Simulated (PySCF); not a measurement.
## Run times: nickel in cc-pVTZ

Measured wall times of calculations with PySCF 2.14 in cc-pVTZ (7s6p4d2f1g, 68 functions), with no relativity, point nucleus, run from one Python driver. Hardware: 1 thread of Neoverse-V1 on a shared host, 1.3 GiB allowed. The two-electron integrals over 68 functions were computed once and kept in memory (0.91 CPU seconds with the set-up); the times below exclude them. Kohn-Sham runs start from converged Hartree-Fock orbitals.

Launch command (the driver calls PySCF for each step listed in the task file):

```bash
OMP_NUM_THREADS=1 python atomrun2.py TASK.json OUT
```

```
      species               step  iterations  wall time (s)
 Ni⁺ [Ar] 3d9                UHF          11           0.76
 Ni⁺ [Ar] 3d9              M06-L           9            4.5
 Ni⁺ [Ar] 3d9  MP2 (9 electrons)                       0.16
Ni²⁺ [Ar] 3d8                UHF           7           0.58
Ni²⁺ [Ar] 3d8             M06-2X           6            3.3
Ni²⁺ [Ar] 3d8              M06-L           6            3.1
Ni²⁺ [Ar] 3d8  MP2 (8 electrons)                       0.15
```

Question: Roughly how long does M06-2X take for Ni⁺ [Ar] 3d9 here?

Answer: About 5.2 s.

Peak memory of the process: 0.27 GiB. Times on a shared host vary from run to run.
